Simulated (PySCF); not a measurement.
## Two-component Hartree-Fock for Zr⁺ (zirconium, charge +1)

Start: [Kr] 4d2 5p1; 4d5/2 filled at m_j = +3/2, +5/2; 5p3/2 filled at m_j = +3/2. Calculated with PySCF 2.14 in x2c-TZVPall-2c with one added diffuse shell each of s, p, d type (9s10p8d1f, 86 functions): generalised Hartree-Fock with the X2C-1e Hamiltonian and a Gaussian nucleus; one run each with spin-orbit coupling (SO) switched off, then screened by Boettger's factors. This is a chosen level, not necessarily the ground level.

| spinor shell | electrons | ε, spin-free (eV) | ε, screened SO (eV) | weight of nominal j (screened SO) | rms radius, screened SO (bohr) |
| --- | --- | --- | --- | --- | --- |
| 1s1/2 | 2 | -18105.8 | -18105.1 | 1.000 | 0.0426 |
| 2s1/2 | 2 | -2587.4 | -2587.3 | 1.000 | 0.176 |
| 2p1/2 | 2 | -2302.1 | -2361.3 | 1.000 | 0.154 |
| 2p3/2 | 4 | -2302.1 | -2274.2 | 1.000 | 0.158 |
| 3s1/2 | 2 | -461.82 | -461.83 | 1.000 | 0.488 |
| 3p1/2 | 2 | -366.17 | -376.04 | 1.000 | 0.489 |
| 3p3/2 | 4 | -366.17 | -361.60 | 1.000 | 0.499 |
| 3d3/2 | 4 | -208.98 | -210.49 | 0.989 | 0.493 |
| 3d5/2 | 6 | -208.98 | -208.04 | 0.993 | 0.497 |
| 4s1/2 | 2 | -75.862 | -75.914 | 1.000 | 1.30 |
| 4p3/2 | 4 | -48.501 | -47.975 | 0.912 | 1.47 |
| 4p1/2 | 2 | -48.501 | -49.799 | 0.825 | 1.45 |
| 4d5/2 | 2 | -16.454 | -16.446 | 0.890 | 2.29 |
| 5p3/2 | 1 | -9.060 | -9.011 | 1.000 | 4.67 |

```json
{"quantity": "E (hartree)", "spin-free": "-3595.69027", "screened SO": "-3596.03254"}
{"quantity": "M_J", "spin-free": "11/2", "screened SO": "11/2"}
{"quantity": "⟨J²⟩", "spin-free": "35.760", "screened SO": "35.760"}
{"quantity": "⟨L²⟩", "spin-free": "20.009", "screened SO": "20.022"}
{"quantity": "⟨S²⟩", "spin-free": "3.751", "screened SO": "3.756"}
```

Each row is a mean over spinors that exchange with the open shell spreads, by up to 5.174 eV (4p3/2).

Rows whose weight is well below 1 are mixtures of j = l ± 1/2: exchange outweighs spin-orbit coupling there, and the label is only the starting occupation.

Breit and QED terms are absent; they matter most for the inner s and p1/2 levels.

Densities and radii are taken from the X2C orbitals without a picture-change correction, which distorts them close to the nucleus.

Without spin-orbit coupling the j labels of p, d and f shells carry no meaning; the spin-free column gives the mean over the occupied spinors of each nl shell.
